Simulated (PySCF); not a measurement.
O⁺: ionisation energy

O⁺ [He] 2s2 2p3 (4S) → O²⁺ [He] 2s2 2p2 (3P), as a difference of total energies. All numbers are calculated (PySCF 2.14, the non-relativistic Hamiltonian (point nucleus), in dyall-av3z (15s9p3d2f, 71 functions)). Correlated levels: valence: 1s2 frozen; virtual orbitals above 40 to 60 times the deepest correlated orbital energy dropped. The calculations carry no spin-orbit coupling.

```csv
method,ionisation energy (eV)
UHF,34.578
LDA,35.593
PBE,35.283
PBE0,35.316
r2SCAN,35.489
M06-L,35.435
MN15,35.157
r2SCAN0,35.457
wB97M-V,35.038
ROHF,34.624
MP2 (valence),35.213
SCS-MP2 (valence),34.952
```

A first-order spin-orbit estimate (lowest level to lowest level, LS coupling) adds -0.027 eV.

Errors of the correlated levels include the incompleteness of this basis and the frozen core.

Question: Which method comes closest to the reference value, and which is furthest?

Answer: The reference is 35.121 eV (measured; NIST Atomic Spectra Database, ionization energies). Closest: MN15 (error 0.009 eV); furthest: UHF (error -0.570 eV), both after the spin-orbit estimate.
